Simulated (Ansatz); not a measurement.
`[F][Sb]([SiH3])[SiH3]` and `[F][SbH][SiH3]` differ in one atom or group.

Ansatz, PBE0-D4/def2-TZVP geometries, multiplicity 1. 

Elements past krypton have def2 core potentials.

| property | `[F][Sb]([SiH3])[SiH3]` |
| --- | --- |
| LUMO energy (PBE/def2-TZVPP) / eV | -2.71 |
| HOMO–LUMO gap (PBE0/def2-TZVPP) / eV | 5.30 |
| zero-point energy (PBE0-D4/def2-TZVP) / kJ/mol | 133.9 |
| HOMO–LUMO gap (ωB97M-V/def2-TZVPP) / eV | 9.09 |
| size of the dipole moment (ωB97M-V/def2-TZVPP) / D | 2.29 |
| size of the dipole moment (PBE/def2-TZVPP) / D | 2.07 |

Task: What does the change do to each property? (Best estimate.)

Result: Computed: 
```csv
property,`[F][SbH][SiH3]`,shift
LUMO energy (PBE/def2-TZVPP) / eV,-2.57,0.14
HOMO–LUMO gap (PBE0/def2-TZVPP) / eV,5.58,0.28
zero-point energy (PBE0-D4/def2-TZVP) / kJ/mol,87.2,-46.7
HOMO–LUMO gap (ωB97M-V/def2-TZVPP) / eV,9.38,0.29
size of the dipole moment (ωB97M-V/def2-TZVPP) / D,2.44,0.15
size of the dipole moment (PBE/def2-TZVPP) / D,2.22,0.15
```

With PBE0 the HOMO falls by 0.14 eV and the LUMO rises by 0.14 eV, so the gap widens by about 0.28 eV. PBE moves the HOMO by -0.11 eV and ωB97M-V by -0.17 eV. The zero-point energy changes by -46.7 kJ/mol with -9 modes. Dipoles are sizes alone; their direction can turn.

Spin–orbit coupling is left out; it splits and shifts lone-pair levels of the heavy atoms by tenths of an eV.
